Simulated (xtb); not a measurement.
Input file for xtb: GFN-FF on H2 (SMILES [H][H]).

```
$ xtb mol.xyz --gfnff --sp --chrg 0 --uhf 0
2

H      0.00000000     0.00000000     0.37198582
H     -0.00000000    -0.00000000    -0.37198582
```

Program output:

```
[...]
           -------------------------------------------------
          |                Calculation Setup                |
           -------------------------------------------------



          ==================== Thresholds ====================
          CN  :   150.00000
          rep :   500.00000
          disp:  2500.00000
          HB1 :   250.00000
          HB2 :   450.00000

          Pauling EN used:
          Z : 1  EN :  2.20
          electric field strengths (au): 0.000

           -------------------------------------------------
          |           Force Field Initialization            |
           -------------------------------------------------

          distances ...
          ----------------------------------------
          generating topology and atomic info file ...
          pair mat ...
          computing topology distances matrix with Floyd-Warshall algo ...
          making topology EEQ charges ...
          #fragments for EEQ constrain: 1
          ----------------------------------------
          generating topology and atomic info file ...
          pair mat ...
          computing topology distances matrix with Floyd-Warshall algo ...
          making topology EEQ charges ...
          #fragments for EEQ constrain: 1
          rings ...
          # BATM   0
          # H in HB   0

  atom   neighbors  erfCN metchar sp-hybrid imet pi  qest     coordinates
    1  H       1    0.90   0.07         0    0    0   0.000    0.000000    0.000000    0.702951
    2  H       1    0.90   0.07         0    0    0   0.000   -0.000000   -0.000000   -0.702951

          #atoms :   2
          #bonds :   1
          #angl  :   0
          #tors  :   0
          #nmol  :   1
          #optfrag :   1
           -------------------------------------------------
          |                   G F N - F F                   |
          |          A general generic force-field          |
          |                  Version 1.0.3                  |
           -------------------------------------------------
          Number of HB bonds (bound hydrogen)     0
          Number of HB bonds (unbound hydrogen)   0
          Number of XB bonds                      0

 E+G (total)                   0 d,  0 h,  0 min,  0.000 sec
 distance/D3 list               ...        0 min,  0.000 sec (  0.881%)
 non bonded repulsion           ...        0 min,  0.000 sec (  8.445%)
 dCN                            ...        0 min,  0.000 sec (  1.583%)
 EEQ energy and q               ...        0 min,  0.000 sec ( 43.152%)
 D3                             ...        0 min,  0.000 sec ( 15.023%)
 EEQ gradient                   ...        0 min,  0.000 sec (  7.842%)
 bonds                          ...        0 min,  0.000 sec (  5.006%)
 bend and torsion               ...        0 min,  0.000 sec (  0.802%)
 bonded ATM                     ...        0 min,  0.000 sec (  0.419%)
 HB/XB (incl list setup)        ...        0 min,  0.000 sec (  9.441%)

         :::::::::::::::::::::::::::::::::::::::::::::::::::::
         ::                     SUMMARY                     ::
         :::::::::::::::::::::::::::::::::::::::::::::::::::::
         :: total energy              -0.162102977281 Eh    ::
         :: gradient norm              0.075514016346 Eh/a0 ::
         ::.................................................::
         :: bond energy               -0.177402026273 Eh    ::
         :: angle energy               0.000000000000 Eh    ::
         :: torsion energy             0.000000000000 Eh    ::
         :: repulsion energy           0.015347141168 Eh    ::
         :: electrostat energy         0.000000000000 Eh    ::
Note: The following floating-point exceptions are signalling: IEEE_UNDERFLOW_FLAG IEEE_DENORMAL
normal termination of xtb
         :: dispersion energy         -0.000048092177 Eh    ::
         :: HB energy                  0.000000000000 Eh    ::
         :: XB energy                  0.000000000000 Eh    ::
         :: bonded atm energy          0.000000000000 Eh    ::
         :: external energy            0.000000000000 Eh    ::
         :: add. restraining           0.000000000000 Eh    ::
         :: total charge               0.000000000000 e     ::
         :::::::::::::::::::::::::::::::::::::::::::::::::::::

           -------------------------------------------------
          |                Property Printout                |
           -------------------------------------------------

molecular dipole:
                 x           y           z       tot (Debye)
 q only:        0.000       0.000      -0.000       0.000

           -------------------------------------------------
          | TOTAL ENERGY               -0.162102977281 Eh   |
          | GRADIENT NORM               0.075514016346 Eh/α |
           -------------------------------------------------
########################################################################
[WARNING] Runtime exception occurred
-1- gfnff_setup: Could not read topology file.
########################################################################

------------------------------------------------------------------------
------------------------------------------------------------------------
 total:
 SCF:
```

The run finished.

Cost: roughly 0.04 core-seconds.
